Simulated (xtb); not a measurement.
Al(F)(Me)(OSiH3) (CH6AlFOSi), SMILES [CH3][Al]([F])[O][SiH3]. All values are semi-empirical tight-binding results from xtb (GFN2-xTB unless named), good for trends rather than for accurate numbers. Geometry: GFN2-xTB. Other conformers were not sampled.

Optimised geometry:

Bonds (Å): Al1–F2 1.656, Al1–C3 1.980, Al1–O7 1.673, C3–H4 1.090, C3–H5 1.089, C3–H6 1.090, O7–Si8 1.633, Si8–H9 1.465, Si8–H10 1.463, Si8–H11 1.463. Bond angles (°): F2–Al1–C3 121.9, F2–Al1–O7 116.0, C3–Al1–O7 122.1, Al1–C3–H4 111.1, Al1–C3–H5 110.9, Al1–C3–H6 111.3, H4–C3–H5 108.6, H4–C3–H6 106.9, H5–C3–H6 107.9, Al1–O7–Si8 179.2, O7–Si8–H9 106.0, O7–Si8–H10 107.2, O7–Si8–H11 106.7, H9–Si8–H10 112.0, H9–Si8–H11 111.9, H10–Si8–H11 112.6.
Charge 0, spin multiplicity 1.

A frequency run showed that this geometry is not a minimum.

For metal compounds this method's bond lengths and energies can be far off.

```
Item          Result
-----------  -------
orbital gap  4.55 eV
```

Computed atomic charges and the Wiberg bond orders between heavy atoms:
charges (e) Al1 0.44, F2 -0.27, C3 -0.20, H4 0.07, H5 0.07, H6 0.07, O7 -0.44, Si8 0.52, H9 -0.09, H10 -0.09, H11 -0.09. Bond orders Al1–F2 1.20, Al1–C3 1.05, Al1–O7 1.25, O7–Si8 1.02.
